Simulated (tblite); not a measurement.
A geometry optimisation, step by step.

C2H5Cl2Si2 (doublet state).
Numbering: `[SiH2:1]/[CH:2]=[C:3](\[Cl:4])[SiH2:5][Cl:6]` (hydrogens: H7, H8 on Si1; H9 on C2; H10, H11 on Si5)
Bond orders are those of one Lewis drawing.

Computed with GFN2-xTB (tblite), gas phase: L-BFGS steps from a force-field or distance-geometry start until the largest atomic force falls under 0.01 eV/Å. 7 of its 129 geometries are shown.

Step 0: E = -526.2184 eV, largest atomic force 1.080 eV/Å
```
atom  x, y, z in Å  |  force x, y, z in eV/Å
Si1     2.502   -0.460    0.225    0.827   0.265  -0.273
C2      0.748   -0.043   -0.194   -0.341  -0.141   1.015
C3     -0.339   -0.082    0.598    0.301   0.359  -0.697
Cl4    -0.245   -0.553    2.277    0.176   0.083  -0.311
Si5    -2.047    0.389   -0.065   -0.530  -0.130  -0.226
Cl6    -2.645   -1.300   -1.068    0.040   0.411   0.183
H7      3.090   -1.183   -0.924   -0.028   0.006   0.251
H8      3.256    0.812    0.403   -0.206  -0.430   0.208
H9      0.675    0.247   -1.225   -0.596   0.035  -0.221
H10    -1.960    1.498   -1.056    0.014  -0.369   0.349
H11    -3.030    0.678    1.004    0.342  -0.088  -0.277
```

Step 21: E = -526.6155 eV, largest atomic force 0.273 eV/Å
```
atom  x, y, z in Å  |  force x, y, z in eV/Å
Si1     2.518   -0.139   -0.072   -0.073  -0.263   0.010
C2      0.729   -0.044   -0.401   -0.189   0.098   0.032
C3     -0.315    0.010    0.480    0.158   0.006   0.001
Cl4     0.041   -0.201    2.176   -0.037   0.059  -0.074
Si5    -2.095    0.327   -0.046    0.172   0.012   0.071
Cl6    -2.862   -1.226   -1.094    0.025  -0.072   0.046
H7      3.296   -1.125   -0.814   -0.049   0.145  -0.144
H8      3.258    0.351    1.070   -0.068   0.053   0.214
H9      0.408    0.084   -1.427    0.120  -0.139  -0.151
H10    -2.036    1.415   -1.023   -0.108   0.084   0.066
H11    -2.937    0.551    1.124    0.049   0.016  -0.071
```

Step 43: E = -526.7915 eV, largest atomic force 0.085 eV/Å
```
atom  x, y, z in Å  |  force x, y, z in eV/Å
Si1     2.488   -0.320    0.010   -0.070  -0.003  -0.033
C2      0.752   -0.142   -0.487    0.022   0.015  -0.038
C3     -0.286    0.100    0.366   -0.004   0.035  -0.006
Cl4     0.117    0.249    2.055    0.011   0.020   0.059
Si5    -2.093    0.371   -0.040    0.019  -0.038  -0.014
Cl6    -2.797   -1.253   -1.021   -0.015  -0.043  -0.038
H7      3.490   -0.613   -0.998   -0.020  -0.002  -0.032
H8      2.957   -0.176    1.368    0.070  -0.010   0.048
H9      0.498   -0.230   -1.538   -0.016  -0.010   0.065
H10    -2.293    1.497   -0.953    0.014   0.026   0.018
H11    -2.827    0.517    1.211   -0.010   0.009  -0.031
```

Step 64: E = -526.8031 eV, largest atomic force 0.030 eV/Å
```
atom  x, y, z in Å  |  force x, y, z in eV/Å
Si1     2.486   -0.327    0.004   -0.014  -0.012   0.008
C2      0.737   -0.141   -0.431   -0.003  -0.015   0.005
C3     -0.292    0.134    0.422    0.002  -0.012   0.001
Cl4     0.106    0.359    2.103    0.027   0.013   0.001
Si5    -2.090    0.361   -0.044    0.005   0.002  -0.008
Cl6    -2.703   -1.260   -1.094    0.004   0.008  -0.006
H7      3.418   -0.586   -1.080    0.007  -0.007   0.006
H8      3.036   -0.249    1.340    0.007   0.012   0.002
H9      0.459   -0.277   -1.469   -0.011   0.013  -0.004
H10    -2.255    1.508   -0.939   -0.024   0.012  -0.001
H11    -2.897    0.481    1.162   -0.001  -0.015  -0.004
```

Step 85: E = -526.8309 eV, largest atomic force 0.158 eV/Å
```
atom  x, y, z in Å  |  force x, y, z in eV/Å
Si1     2.483   -0.367    0.015    0.091  -0.080   0.003
C2      0.734   -0.207   -0.430   -0.017  -0.035   0.007
C3     -0.274    0.267    0.359    0.004   0.010   0.032
Cl4     0.172    0.841    1.943    0.032   0.051   0.058
Si5    -2.102    0.372   -0.017   -0.077   0.010  -0.057
Cl6    -2.460   -1.002   -1.468   -0.007   0.105   0.038
H7      3.356   -1.007   -0.965   -0.072   0.091   0.085
H8      3.088   -0.039    1.295   -0.067   0.010  -0.105
H9      0.430   -0.548   -1.412    0.000  -0.020  -0.039
H10    -2.547    1.684   -0.517    0.086  -0.131   0.021
H11    -2.874    0.008    1.172    0.026  -0.011  -0.042
```

Step 107: E = -526.8511 eV, largest atomic force 0.033 eV/Å
```
atom  x, y, z in Å  |  force x, y, z in eV/Å
Si1     2.468   -0.413    0.037    0.028   0.001   0.004
C2      0.712   -0.311   -0.390    0.020  -0.019  -0.009
C3     -0.260    0.328    0.322   -0.020  -0.010   0.007
Cl4     0.238    1.184    1.758   -0.007   0.003   0.032
Si5    -2.099    0.351    0.002    0.009   0.005  -0.015
Cl6    -2.420   -0.711   -1.689   -0.004   0.010  -0.001
H7      3.336   -1.118   -0.890    0.014   0.004   0.008
H8      3.076    0.106    1.245   -0.002   0.010  -0.029
H9      0.374   -0.812   -1.289    0.000  -0.021  -0.011
H10    -2.593    1.710   -0.215   -0.012   0.004   0.005
H11    -2.827   -0.310    1.084   -0.028   0.012   0.008
```

Step 128: E = -526.8556 eV, largest atomic force 0.008 eV/Å
```
atom  x, y, z in Å  |  force x, y, z in eV/Å
Si1     2.476   -0.399    0.025    0.000   0.002   0.008
C2      0.709   -0.352   -0.371   -0.003   0.001  -0.004
C3     -0.269    0.269    0.351    0.003  -0.001  -0.002
Cl4     0.220    1.105    1.804    0.001  -0.002  -0.002
Si5    -2.100    0.356   -0.001   -0.003  -0.005   0.005
Cl6    -2.430   -0.677   -1.707    0.002   0.001  -0.001
H7      3.351   -1.121   -0.882    0.000   0.000  -0.001
H8      3.099    0.220    1.176   -0.001  -0.001  -0.004
H9      0.373   -0.861   -1.267    0.000   0.001   0.005
H10    -2.541    1.734   -0.217   -0.001   0.004  -0.002
H11    -2.884   -0.273    1.063    0.003   0.001  -0.002
```

Problem. Summarise the path.

Solution. The energy falls by 14.69 kcal/mol from step 0 to step 128; nine tenths of that is first reached at step 44. It rises by more than 0.2 meV at steps 84, 86 and 94. The largest force goes from 1.080 to 0.008 eV/Å. Among the bonds Si1–H8 changes most, from 1.489 to 1.448 Å; the atoms move by 0.894 Å rms after alignment.

Problem. Follow the three bonds and two angles with the largest change from start to end.

Solution. 
| step | E above end (kcal/mol) | largest force (eV/Å) | Si1–H8 (Å) | Si1–C2 (Å) | Si5–Cl6 (Å) | C2–Si1–H8 (°) | C2–Si1–H7 (°) |
| --- | --- | --- | --- | --- | --- | --- | --- |
| 0 | 14.69 | 1.080 | 1.489 | 1.851 | 2.054 | 108.3 | 108.1 |
| 6 | 11.94 | 0.355 | 1.464 | 1.863 | 2.006 | 108.8 | 109.5 |
| 11 | 10.56 | 0.392 | 1.456 | 1.860 | 2.032 | 114.0 | 114.8 |
| 17 | 7.20 | 0.493 | 1.462 | 1.814 | 2.028 | 126.4 | 122.3 |
| 22 | 4.89 | 0.471 | 1.451 | 1.833 | 2.021 | 129.4 | 114.7 |
| 28 | 2.93 | 0.292 | 1.460 | 1.810 | 2.030 | 126.2 | 113.8 |
| 33 | 2.13 | 0.276 | 1.443 | 1.819 | 2.026 | 125.4 | 117.5 |
| 39 | 1.57 | 0.071 | 1.448 | 1.813 | 2.026 | 123.5 | 119.6 |
| 45 | 1.42 | 0.075 | 1.445 | 1.814 | 2.026 | 124.9 | 119.0 |
| 50 | 1.32 | 0.078 | 1.447 | 1.813 | 2.027 | 126.4 | 117.8 |
| 56 | 1.26 | 0.049 | 1.449 | 1.813 | 2.026 | 126.4 | 116.9 |
| 61 | 1.23 | 0.062 | 1.446 | 1.813 | 2.027 | 126.2 | 117.2 |
| 67 | 1.20 | 0.049 | 1.448 | 1.811 | 2.025 | 125.6 | 117.4 |
| 72 | 1.17 | 0.043 | 1.446 | 1.812 | 2.028 | 125.3 | 117.7 |
| 78 | 1.10 | 0.072 | 1.450 | 1.812 | 2.024 | 126.0 | 117.9 |
| 83 | 0.77 | 0.334 | 1.447 | 1.811 | 2.036 | 126.8 | 117.4 |
| 89 | 0.46 | 0.081 | 1.450 | 1.812 | 2.028 | 126.7 | 117.1 |
| 95 | 0.32 | 0.092 | 1.450 | 1.811 | 2.022 | 126.2 | 116.9 |
| 100 | 0.21 | 0.058 | 1.448 | 1.810 | 2.023 | 125.3 | 116.8 |
| 106 | 0.11 | 0.053 | 1.447 | 1.811 | 2.022 | 125.5 | 117.1 |
| 111 | 0.05 | 0.093 | 1.448 | 1.811 | 2.021 | 126.3 | 117.4 |
| 117 | 0.02 | 0.036 | 1.448 | 1.811 | 2.021 | 125.7 | 117.8 |
| 122 | 0.00 | 0.015 | 1.447 | 1.812 | 2.022 | 125.4 | 117.7 |
| 128 | 0.00 | 0.008 | 1.448 | 1.812 | 2.022 | 125.6 | 117.7 |

The cost below is that of the whole relaxation. The run took 2.3 s wall on an AMD EPYC with one thread, shared host with 64 logical CPUs at a one-minute load of 59.
